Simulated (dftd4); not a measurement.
C2H6ClGa, charge +1, doublet, at a GFN2-xTB geometry (such geometries of metal compounds can be far from the true shape) (a state made from the parent by changing its charge; the spin is typed, not shown lowest); D4 for r2scan (dftd4).

Input for dftd4:
```
$ dftd4 mol.xyz --func r2scan --charge 1 --json dftd4.json --noedisp --property

# file mol.xyz
10

Ga    -0.11318702     0.04469571    -0.08248336
C     -1.92172568    -0.98294550    -0.55503717
H     -1.85733445    -1.24248750    -1.61332384
H     -2.74321140    -0.29652337    -0.34397420
H     -1.91352618    -1.85857301     0.09676954
C     -0.37592146     1.89024885    -1.11933910
H     -0.66734654     1.64329702    -2.14141930
H      0.59865420     2.37779450    -1.05496299
H     -1.15677370     2.43270961    -0.58316277
Cl     1.47260108    -0.58150613     1.07313619
```

Question: Predict the main parts of the log of this dftd4 run.

Answer: 
```
                    ____  _____ _____     ____  _  _
      -------------|  _ \|  ___|_   _|---|  _ \| || |------------
     |             | | | | |_    | | ___ | | | | || |_           |
     |             | |_| |  _|   | ||___|| |_| |__   _|          |
     |             |____/|_|     |_|     |____/   |_|            |
     |             ===================================           |
     |            E. Caldeweyher, S. Ehlert & S. Grimme          |
     |          Mulliken Center for Theoretical Chemistry        |
     |                    University of Bonn                     |
      -----------------------------------------------------------

Rational (Becke-Johnson) damping: r2scan-D4-ATM
---------------------
  s6         1.0000
  s8         0.6019
  s9         1.0000
  a1         0.5156
  a2         5.7734
 alp        16.0000
--------------------

Atomic data, radii in Ångström:
------------------------------------------------------
   Z          R(cov)      r4/r2   hardness         EN
------------------------------------------------------
  31 Ga       1.4933     3.2394     0.3076     1.8100
   6 C        1.0000     1.6431     0.4220     2.5500
   1 H        0.4267     1.0622     0.4726     2.2000
  17 Cl       1.3200     1.9735     0.4312     3.1600
------------------------------------------------------

Atomic reference systems (in atomic units):
----------------------------------------------------------------------------
   Z        #      CN     q+Z       C6(AA)   #      CN     q+Z       C6(AA)
----------------------------------------------------------------------------
  31 Ga     1  0.0000 31.0000     493.8971   2  0.8882 31.0287     423.7069
            3  1.7872 31.0451     253.8416
   6 C      1  0.0000  6.0000      49.3833   2  0.9189  5.8288      52.1688
            3  1.9079  5.8579      35.6972   4  2.8312  5.7775      35.8445
            5  3.7487  5.7435      28.6317   6  2.9183  5.8956      32.2504
            7  0.8556  6.2103      25.6194
   1 H      1  0.0000  1.0000       7.6362   2  0.8942  1.0000       3.0374
  17 Cl     1  0.0000 17.0000      92.6806   2  0.8444 16.8495     101.8771
----------------------------------------------------------------------------

Atomic properties (in atomic units):
----------------------------------------------------------------------------
     #    Z              CN          q      C6(AA)        C8(AA)   alpha(0)
----------------------------------------------------------------------------
     1   31 Ga       2.4358     0.4640    241.6200    27162.4757    34.0397
     2    6 C        3.5941    -0.2173     28.4148      821.8047     7.7947
     3    1 H        0.9244     0.1655      1.2917       15.6149     1.7774
     4    1 H        0.9244     0.1635      1.3041       15.7643     1.7858
     5    1 H        0.9244     0.1742      1.2392       14.9800     1.7408
     6    6 C        3.5941    -0.2173     28.4148      821.8047     7.7947
     7    1 H        0.9244     0.1635      1.3041       15.7643     1.7858
     8    1 H        0.9244     0.1742      1.2392       14.9800     1.7408
     9    1 H        0.9244     0.1655      1.2917       15.6149     1.7774
    10   17 Cl       0.7936    -0.0358     98.2555     4099.5698    15.1513
----------------------------------------------------------------------------

Molecular properties (in atomic units):
----------------------------------------
 molecular C6                1798.9206
 molecular C8               93611.9418
----------------------------------------

Dispersion energy:      -1.5231823012354E-03 Eh

[Info] JSON dump of results written to 'dftd4.json'
```
